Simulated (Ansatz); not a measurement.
Ansatz results at the PBE0-D4/def2-TZVP geometry: HOMO energy (ωB97M-V/def2-TZVPP) -8.65 eV; LUMO energy (ωB97M-V/def2-TZVPP) -0.82 eV; HOMO energy (PBE0/def2-TZVPP) -6.67 eV.

Task: Which molecule gave them?
A. `O=C(O)[TeH]`
B. `FB1C[Si]1(F)[AlH2]`
C. `O[B](O)[SbH2]`
D. `N[Si]1([AlH2])CO1`

Result: B. The others give `N[Si]1([AlH2])CO1`: -9.03, -0.59, -6.84; `O=C(O)[TeH]`: -8.97, 0.76, -6.87; `O[B](O)[SbH2]`: -8.87, 1.41, -6.82.
